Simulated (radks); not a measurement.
Spin polarisation of the 5d1 shell in the hafnium ion Hf3+. Start: [Xe] 4f14 5d(up 0.5, down 0.5); electrons of 5d are moved from spin down to spin up, other shells keep equal spins. Calculated with a radial shooting solver on a logarithmic mesh with Libxc functionals: scalar-relativistic Kohn-Sham, r2SCAN, spin-polarised, spherical densities, finite nucleus; meta-GGA in the generalised Kohn-Sham scheme; Fermi nuclear charge, rms radius of each element as measured or else 0.836 A^(1/3) + 0.57 fm.

moment (Bohr magnetons) = 0: E - E(0) (eV) 0.000; e(5d up) (eV) -26.695; e(5d down) (eV) -26.695; 4f down minus up (eV) 0.000; 5p down minus up (eV) 0.000; 5s down minus up (eV) 0.000
moment (Bohr magnetons) = 0.25: E - E(0) (eV) -0.020; e(5d up) (eV) -26.847; e(5d down) (eV) -26.531; 4f down minus up (eV) 0.032; 5p down minus up (eV) 0.188; 5s down minus up (eV) 0.121
moment (Bohr magnetons) = 0.5: E - E(0) (eV) -0.079; e(5d up) (eV) -26.990; e(5d down) (eV) -26.350; 4f down minus up (eV) 0.064; 5p down minus up (eV) 0.377; 5s down minus up (eV) 0.243
moment (Bohr magnetons) = 0.75: E - E(0) (eV) -0.181; e(5d up) (eV) -27.126; e(5d down) (eV) -26.144; 4f down minus up (eV) 0.097; 5p down minus up (eV) 0.566; 5s down minus up (eV) 0.364
moment (Bohr magnetons) = 1: E - E(0) (eV) -0.327; e(5d up) (eV) -27.257; e(5d down) (eV) -25.879; 4f down minus up (eV) 0.130; 5p down minus up (eV) 0.757; 5s down minus up (eV) 0.484

At moment 1 the spin-polarisation energy is -0.327 eV and the 5d exchange splitting 1.378 eV, that is 1.378 eV per Bohr magneton; E = -I m^2/4 would give I = 1.309 eV.
